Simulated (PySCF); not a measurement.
CH₃F₂InS (SMILES C[S][In]([F])[F]), singlet, at a GFN2-xTB geometry (such geometries of metal compounds can be far from the true shape) (core potentials on In).

PySCF was given this input:
```python
from pyscf import gto, scf

mol = gto.M(
    atom='''
In    0.086647    0.040279    0.534227
F     0.072287   -0.480581    2.460103
F     0.929703    1.790485    0.047836
S    -0.756466   -1.024339   -1.492720
C    -0.162690    0.216456   -2.680345
H    -0.533213    1.204555   -2.418794
H    -0.574204   -0.088701   -3.638567
H     0.923400    0.212020   -2.725619
''',
    basis='def2-svpd',
    ecp={'In': 'def2-svpd'},
    charge=0,
    spin=0,
    verbose=4,
    max_memory=1800,
)

mf = scf.RHF(mol)
mf = mf.density_fit(auxbasis='def2-universal-jkfit')
mf.kernel()
```

Problem. What does this run give for the Mulliken (on the basis functions themselves) charges in atom order, total energy, dipole moment, nuclear repulsion energy, HOMO-LUMO gap, HOMO energy?

Solution. 
```json
{
 "Mulliken (on the basis functions themselves) charges in atom order": "In1 1.89, F2 -0.80, F3 -0.83, S4 -0.62, C5 0.08, H6 0.11, H7 0.08, H8 0.09",
 "total_energy": "-825.0123 Eh",
 "dipole_moment": "2.93 D",
 "nuclear_repulsion_energy": "324.2709 Eh",
 "HOMO-LUMO gap": "10.44 eV",
 "HOMO energy": "-10.49 eV"
}
```
